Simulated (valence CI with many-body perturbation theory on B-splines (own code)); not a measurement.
Forbidden lines of Nd19+

Computed by relativistic CI+MBPT: five valence electrons over a frozen Dirac-Fock core [Kr], radial functions for each j: 7 s, 7 p, 8 d, 6 f, 4 g, 1 h, with the one-electron correlation potential Σ1 (screened to all orders), the two-electron term Σ2, the three-electron term Σ3, Breit, model QED; selected single and double excitations, second order for the rest (own B-spline code, finite nucleus).

No measured levels were compared; by estimate terms of the open shell hold to 2 to 4 % of their energy, and close levels can change places. Core correlation moves these levels by up to 12000 cm⁻¹, and in measured spectra 5 to 20 % of such shifts remained as error; rates that hang on mixing are uncertain with them. Among the levels kept, up to 270 cm⁻¹ of a level comes from second order outside the variational space, and about a tenth of that is noise between levels of different J, which matters for small intervals. Only levels of the ground parity were solved; by the run's estimate the other parity begins above the list, which can be wrong where configurations are misplaced.

Lines 1 to 50 of 120 in falling wavelength, among levels below 29.912 eV, chosen from the decays that carry over 1 % of a level's rate. Wavelengths and rates use the calculated energies, so an error of 2000 cm⁻¹ moves a line at 8708 Å by 17 % and its rate by three times that or more. Electric multipoles are in the length gauge, E1 and E2 with the static RPA response of the core. Weak lines are less certain than strong ones. Lines between different terms over intervals too small for the method are left out, as are lines whose strength nearly cancels. Where a level lies close to another of its J and parity, the split of strength between their lines is uncertain. Branching is blank where the lifetime is uncertain.

Levels are named by their leading jj configuration (3d3/2^4 stands for four electrons in 3d with j = 3/2), which in mixed levels can hold well under half, so a name can repeat and another be missing. Letters in brackets count levels of one name in rising energy.

```csv
λ vac (Å),Upper,Lower,Type,A (s⁻¹),Branch %
25540,(4d3/2^3 4d5/2^2) J=11/2,(4d3/2^3 4d5/2^2) J=7/2 [a],E2,4.74e-08,
22160,(4d3/2^3 4d5/2^2) J=9/2,(4d3/2^3 4d5/2^2) J=11/2,M1,1.83e+00,12.1
11870,(4d3/2^3 4d5/2^2) J=9/2,(4d3/2^3 4d5/2^2) J=7/2 [a],M1,1.33e+01,87.7
9882,(4d3/2^2 4d5/2^3) J=13/2,(4d3/2^2 4d5/2^3) J=11/2,M1,8.29e+00,6.5
8708,(4d3/2^3 4d5/2^2) J=1/2,(4d3/2^3 4d5/2^2) J=3/2,M1,6.43e+01,99.8
7842,(4d3/2^2 4d5/2^3) J=3/2 [a],(4d3/2^3 4d5/2^2) J=5/2 [b],M1,1.82e+01,3.6
6698,(4d3/2^2 4d5/2^3) J=7/2 [b],(4d3/2^2 4d5/2^3) J=5/2 [a],M1,1.73e+01,3.5
6421,(4d3/2^3 4d5/2^2) J=7/2 [b],(4d3/2^3 4d5/2^2) J=9/2,M1,1.21e+01,3.7
6382,(4d3/2^3 4d5/2^2) J=7/2 [b],(4d3/2^3 4d5/2^2) J=5/2 [a],M1,6.81e+01,20.8
6344,(4d3/2^2 4d5/2^3) J=5/2 [a],(4d3/2^2 4d5/2^3) J=7/2 [a],M1,1.71e+01,1.0
5545,(4d3/2^2 4d5/2^3) J=3/2 [b],(4d3/2^3 4d5/2^2) J=5/2 [b],M1,6.93e+01,2.4
5292,(4d3/2^2 4d5/2^3) J=9/2 [a],(4d3/2^3 4d5/2^2) J=7/2 [b],M1,6.74e+01,11.7
5178,(4d3/2^3 4d5/2^2) J=7/2 [a],(4d3/2^4 4d5/2) J=5/2 [b],M1,1.36e+02,45.2
4859,(4d3/2^2 4d5/2^3) J=9/2 [b],(4d3/2^2 4d5/2^3) J=9/2 [a],M1,6.10e+01,2.8
4677,(4d3/2^2 4d5/2^3) J=5/2 [b],(4d3/2^2 4d5/2^3) J=3/2 [b],M1,2.96e+01,1.3
4623,(4d3/2^3 4d5/2^2) J=3/2,(4d3/2^4 4d5/2) J=5/2 [b],M1,9.76e+01,6.4
4461,(4d3/2 4d5/2^4) J=7/2 [a],(4d3/2^2 4d5/2^3) J=5/2 [b],M1,6.79e+01,2.3
4233,(4d3/2^2 4d5/2^3) J=7/2 [b],(4d3/2^2 4d5/2^3) J=9/2 [a],M1,1.77e+01,3.6
4166,(4d3/2^3 4d5/2^2) J=7/2 [b],(4d3/2^3 4d5/2^2) J=7/2 [a],M1,1.29e+02,39.5
3994,(4d3/2^2 4d5/2^3) J=9/2 [c],(4d3/2^2 4d5/2^3) J=7/2 [b],M1,5.95e+01,5.2
3751,(4d3/2^2 4d5/2^3) J=5/2 [b],(4d3/2^2 4d5/2^3) J=3/2 [a],M1,1.58e+02,6.7
3747,(4d3/2 4d5/2^4) J=7/2 [a],(4d3/2^2 4d5/2^3) J=9/2 [b],M1,1.20e+02,4.0
3723,(4d3/2^2 4d5/2^3) J=1/2 [a],(4d3/2^3 4d5/2^2) J=1/2,M1,5.36e+02,50.8
3665,(4d3/2^2 4d5/2^3) J=3/2 [a],(4d3/2^3 4d5/2^2) J=1/2,M1,1.98e+01,3.9
3649,(4d3/2^2 4d5/2^3) J=7/2 [a],(4d3/2^3 4d5/2^2) J=9/2,M1,2.29e+02,40.9
3637,(4d3/2^2 4d5/2^3) J=7/2 [a],(4d3/2^3 4d5/2^2) J=5/2 [a],M1,8.40e+01,15.0
3624,(4d3/2^2 4d5/2^3) J=5/2 [a],(4d3/2^3 4d5/2^2) J=7/2 [b],M1,8.73e+01,5.1
3617,(4d3/2^3 4d5/2^2) J=5/2 [a],(4d3/2^4 4d5/2) J=5/2 [b],M1,6.28e+02,71.8
3617,(4d3/2^2 4d5/2^3) J=9/2 [b],(4d3/2^2 4d5/2^3) J=7/2 [a],M1,2.57e+01,1.2
3561,(4d3/2^2 4d5/2^3) J=9/2 [c],(4d3/2^2 4d5/2^3) J=9/2 [b],M1,3.01e+02,26.4
3529,(4d3/2^3 4d5/2^2) J=5/2 [b],(4d3/2^3 4d5/2^2) J=7/2 [a],M1,2.37e+02,13.2
3507,(4d3/2^2 4d5/2^3) J=11/2,(4d3/2^3 4d5/2^2) J=9/2,M1,1.01e+02,16.2
3479,(4d3/2^2 4d5/2^3) J=7/2 [c],(4d3/2^2 4d5/2^3) J=5/2 [a],M1,1.75e+01,1.0
3445,(4d3/2^2 4d5/2^3) J=3/2 [c],(4d3/2^2 4d5/2^3) J=3/2 [b],M1,1.91e+02,20.7
3335,(4d3/2 4d5/2^4) J=5/2 [a],(4d3/2^2 4d5/2^3) J=3/2 [b],M1,2.65e+02,6.4
3258,(4d3/2^2 4d5/2^3) J=7/2 [b],(4d3/2^2 4d5/2^3) J=7/2 [a],M1,1.64e+02,33.3
3133,(4d3/2^2 4d5/2^3) J=5/2 [b],(4d3/2^2 4d5/2^3) J=7/2 [a],M1,3.51e+02,14.9
3071,(4d3/2^2 4d5/2^3) J=3/2 [b],(4d3/2^3 4d5/2^2) J=1/2,M1,7.94e+01,2.7
3053,(4d3/2^2 4d5/2^3) J=3/2 [a],(4d3/2^3 4d5/2^2) J=5/2 [a],M1,9.89e+01,19.3
3028,(4d3/2^2 4d5/2^3) J=11/2,(4d3/2^3 4d5/2^2) J=11/2,M1,5.20e+02,83.8
2879,(4d3/2^2 4d5/2^3) J=3/2 [c],(4d3/2^2 4d5/2^3) J=1/2 [a],M1,2.91e+01,3.2
2800,(4d3/2^4 4d5/2) J=5/2 [b],(4d3/2^4 4d5/2) J=5/2 [a],M1,7.32e+02,100.0
2791,(4d3/2^2 4d5/2^3) J=7/2 [a],(4d3/2^3 4d5/2^2) J=7/2 [a],M1,1.40e+02,25.0
2779,(4d3/2^2 4d5/2^3) J=1/2 [b],(4d3/2^2 4d5/2^3) J=3/2 [b],M1,1.64e+02,7.7
2629,(4d3/2^2 4d5/2^3) J=3/2 [b],(4d3/2^3 4d5/2^2) J=5/2 [a],M1,5.88e+01,2.0
2608,(4d3/2^2 4d5/2^3) J=1/2 [a],(4d3/2^3 4d5/2^2) J=3/2,M1,5.18e+02,49.1
2593,(4d3/2 4d5/2^4) J=7/2 [a],(4d3/2^2 4d5/2^3) J=5/2 [a],M1,4.44e+02,14.8
2579,(4d3/2^2 4d5/2^3) J=3/2 [a],(4d3/2^3 4d5/2^2) J=3/2,M1,5.74e+00,1.1
2565,(4d3/2^2 4d5/2^3) J=9/2 [a],(4d3/2^3 4d5/2^2) J=11/2,M1,2.25e+02,39.1
2537,(4d3/2^2 4d5/2^3) J=5/2 [b],(4d3/2^3 4d5/2^2) J=5/2 [b],M1,3.62e+02,15.4
```
